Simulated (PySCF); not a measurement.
Isomers of C6H15OPSi, mass 162.063 u with the commonest isotopes. Computed with PBE0/pcSseg-1 in PySCF (dipole) on a GFN2-xTB geometry, gas phase. One conformer each, none proved a minimum here; rigid rotors.

Question: Order these by dipole moment, largest first.
A. `[CH3:1]/[CH:2]=[CH:3]\[P@@:4](=[O:5])([CH2:6][CH3:7])[CH2:8][SiH3:9]` with C2–C3–P4–O5 -38°, C3–P4–C6–C7 -178°, C3–P4–C8–Si9 71°
B. `[CH3:1][C@@H:2]1[CH2:3][CH2:4][CH2:5][P@H:6](=[O:7])[C@@H:8]1[SiH3:9]` with C1–C2–C3–C4 -64°, C2–C3–C4–C5 -68°, C3–C4–C5–P6 64°, C4–C5–P6–O7 74°
C. `[CH3:1][Si:2]1([CH3:3])[CH2:4][CH2:5][PH:6](=[O:7])[CH2:8][CH2:9]1` with C1–Si2–C4–C5 169°, Si2–C4–C5–P6 -58°, C4–C5–P6–O7 -172°, C5–P6–C8–C9 -61°
D. `[CH3:1][Si@H:2]1[CH2:3][CH2:4][P@@:5]([CH3:6])(=[O:7])[CH2:8][CH2:9]1` with C1–Si2–C3–C4 175°, Si2–C3–C4–P5 -62°, C3–C4–P5–C6 -179°, C4–P5–C8–C9 -70°

Answer: C (4.73 D), B (3.87 D), A (3.44 D), D (3.29 D).

Question: Order these by out-of-plane moment Σ m c² = (Ia + Ib − Ic)/2, largest first.
A. `[CH3:1][C@@H:2]1[CH2:3][CH2:4][CH2:5][P@H:6](=[O:7])[C@@H:8]1[SiH3:9]` with C1–C2–C3–C4 -64°, C2–C3–C4–C5 -68°, C3–C4–C5–P6 64°, C4–C5–P6–O7 74°
B. `[CH3:1][Si@H:2]1[CH2:3][CH2:4][P@@:5]([CH3:6])(=[O:7])[CH2:8][CH2:9]1` with C1–Si2–C3–C4 175°, Si2–C3–C4–P5 -62°, C3–C4–P5–C6 -179°, C4–P5–C8–C9 -70°
C. `[CH3:1]/[CH:2]=[CH:3]\[P@@:4](=[O:5])([CH2:6][CH3:7])[CH2:8][SiH3:9]` with C2–C3–P4–O5 -38°, C3–P4–C6–C7 -178°, C3–P4–C8–Si9 71°
D. `[CH3:1][Si:2]1([CH3:3])[CH2:4][CH2:5][PH:6](=[O:7])[CH2:8][CH2:9]1` with C1–Si2–C4–C5 169°, Si2–C4–C5–P6 -58°, C4–C5–P6–O7 -172°, C5–P6–C8–C9 -61°

Answer: D (95.50 u·Å²), A (87.40 u·Å²), C (81.27 u·Å²), B (79.59 u·Å²).

Question: Order these by rotational constant B, largest first.
A. `[CH3:1][C@@H:2]1[CH2:3][CH2:4][CH2:5][P@H:6](=[O:7])[C@@H:8]1[SiH3:9]` with C1–C2–C3–C4 -64°, C2–C3–C4–C5 -68°, C3–C4–C5–P6 64°, C4–C5–P6–O7 74°
B. `[CH3:1][Si@H:2]1[CH2:3][CH2:4][P@@:5]([CH3:6])(=[O:7])[CH2:8][CH2:9]1` with C1–Si2–C3–C4 175°, Si2–C3–C4–P5 -62°, C3–C4–P5–C6 -179°, C4–P5–C8–C9 -70°
C. `[CH3:1]/[CH:2]=[CH:3]\[P@@:4](=[O:5])([CH2:6][CH3:7])[CH2:8][SiH3:9]` with C2–C3–P4–O5 -38°, C3–P4–C6–C7 -178°, C3–P4–C8–Si9 71°
D. `[CH3:1][Si:2]1([CH3:3])[CH2:4][CH2:5][PH:6](=[O:7])[CH2:8][CH2:9]1` with C1–Si2–C4–C5 169°, Si2–C4–C5–P6 -58°, C4–C5–P6–O7 -172°, C5–P6–C8–C9 -61°

Answer: A (1076 MHz), C (949.8 MHz), B (779.4 MHz), D (743.1 MHz).

```json
{"SMILES": "C[Si@H]1CC[P@@](C)(=O)CC1", "point group": "Cs", "Ia (u·Å²)": "223.62", "Ib (u·Å²)": "648.39", "Ic (u·Å²)": "712.83", "κ": "-0.91", "μa (D)": "0.44", "μb (D)": "0.00", "μc (D)": "3.26"}
{"SMILES": "C[Si]1(C)CC[PH](=O)CC1", "point group": "Cs", "Ia (u·Å²)": "241.32", "Ib (u·Å²)": "680.08", "Ic (u·Å²)": "730.40", "κ": "-0.93", "μa (D)": "4.70", "μb (D)": "0.00", "μc (D)": "0.56"}
{"SMILES": "C[C@@H]1CCC[P@H](=O)[C@@H]1[SiH3]", "point group": "C1", "Ia (u·Å²)": "318.29", "Ib (u·Å²)": "469.75", "Ic (u·Å²)": "613.25", "κ": "-0.34", "μa (D)": "1.30", "μb (D)": "1.99", "μc (D)": "3.05"}
{"SMILES": "C/C=C\\[P@@](=O)(CC)C[SiH3]", "point group": "C1", "Ia (u·Å²)": "410.98", "Ib (u·Å²)": "532.08", "Ic (u·Å²)": "780.51", "κ": "0.04", "μa (D)": "0.70", "μb (D)": "0.18", "μc (D)": "3.37"}
```
